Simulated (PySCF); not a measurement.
## Running PySCF for SiBr

The script input.py:

```python
from pyscf import gto, scf, mp

mol = gto.M(
    atom='Si 0 0 0; Br 0 0 2.23',
    basis='6-31g*',
    charge=0,
    spin=1,
    verbose=4,
)
mf = scf.UHF(mol)
mf = mf.density_fit(auxbasis='def2-universal-jkfit')
mf.kernel()
mp.MP2(mf, frozen=14).kernel()
mf.dip_moment()
print('orbital energies (hartree):', [e[max(0, n-3):n+3].round(4) for e, n in zip(mf.mo_energy, mol.nelec)])
```

```bash
$ OMP_NUM_THREADS=1 python input.py
```

It prints (some set-up lines and the per-cycle HOMO/LUMO lines with their warnings removed):

```
PySCF version 2.14.0

[INPUT] Symbol           X                Y                Z      unit          X                Y                Z       unit  Magmom
[INPUT]  1 Si     0.000000000000   0.000000000000   0.000000000000 AA    0.000000000000   0.000000000000   0.000000000000 Bohr   0.0
[INPUT]  2 Br     0.000000000000   0.000000000000   2.230000000000 AA    0.000000000000   0.000000000000   4.214089257780 Bohr   0.0

nuclear repulsion = 116.276606883767
number of shells = 20
number of NR pGTOs = 146
number of NR cGTOs = 50
basis = 6-31g*
ecp = {}

******** <class 'pyscf.df.df_jk.DFUHF'> ********
method = DFUHF
initial guess = minao
damping factor = 0
level_shift factor = 0
DIIS = <class 'pyscf.scf.diis.CDIIS'>
SCF conv_tol = 1e-09
SCF max_cycles = 50
number electrons alpha = 25  beta = 24
******** <class 'pyscf.df.df.DF'> ********
auxbasis = def2-universal-jkfit
init E= -2859.86762597124

cycle= 1 E= -2860.97241378898  delta_E= -1.1  |g|= 0.171  |ddm|= 1.15
cycle= 2 E= -2860.99885639023  delta_E= -0.0264  |g|= 0.0826  |ddm|= 0.425
cycle= 3 E= -2861.00356180978  delta_E= -0.00471  |g|= 0.0244  |ddm|= 0.118
cycle= 4 E= -2861.00436144164  delta_E= -0.0008  |g|= 0.0104  |ddm|= 0.0585
cycle= 5 E= -2861.00457981389  delta_E= -0.000218  |g|= 0.00364  |ddm|= 0.0369
cycle= 6 E= -2861.00462146165  delta_E= -4.16e-05  |g|= 0.00161  |ddm|= 0.0177
cycle= 7 E= -2861.00463162407  delta_E= -1.02e-05  |g|= 0.000622  |ddm|= 0.011
cycle= 8 E= -2861.00463315458  delta_E= -1.53e-06  |g|= 0.000282  |ddm|= 0.00447
cycle= 9 E= -2861.00463345832  delta_E= -3.04e-07  |g|= 8.62e-05  |ddm|= 0.00228
cycle= 10 E= -2861.0046334796  delta_E= -2.13e-08  |g|= 2.75e-05  |ddm|= 0.00051
cycle= 11 E= -2861.00463348167  delta_E= -2.07e-09  |g|= 7.55e-06  |ddm|= 0.000135
cycle= 12 E= -2861.00463348182  delta_E= -1.46e-10  |g|= 3.11e-06  |ddm|= 3.17e-05
Extra cycle  E= -2861.00463348184  delta_E= -1.86e-11  |g|= 1.87e-06  |ddm|= 7.13e-06
converged SCF energy = -2861.00463348184  <S^2> = 0.76386729  2S+1 = 2.0138195

******** <class 'pyscf.mp.dfump2.DFUMP2'> ********
nocc = (np.int64(11), np.int64(10)), nmo = (36, 36)
frozen orbitals 14
E(DFUMP2) = -2861.3097477919  E_corr = -0.305114310065434
E(SCS-DFUMP2) = -2861.2901781866  E_corr = -0.28554470475972
E_corr(same-spin) = -0.0929913084447704
E_corr(oppo-spin) = -0.212123001620663
Dipole moment(X, Y, Z, Debye):  0.00000, -0.00000, -1.49582
orbital energies (hartree): [array([-0.4371, -0.4258, -0.2913, -0.0048,  0.1031,  0.271 ]), array([-0.4374, -0.4293, -0.398 ,  0.0118,  0.0529,  0.1181])]
```

In short: E(SCF) = -2861.004633 Eh, 12 cycles, E(MP2) − E(SCF) = -0.30511 Eh, ⟨S²⟩ = 0.764, μz(SCF) = -1.50 D.

Run time: 1.2 s on 1 thread of Arm Neoverse V1 (shared host).

The bond length is a typed value, not an optimised one. No search for the lowest solution was made.
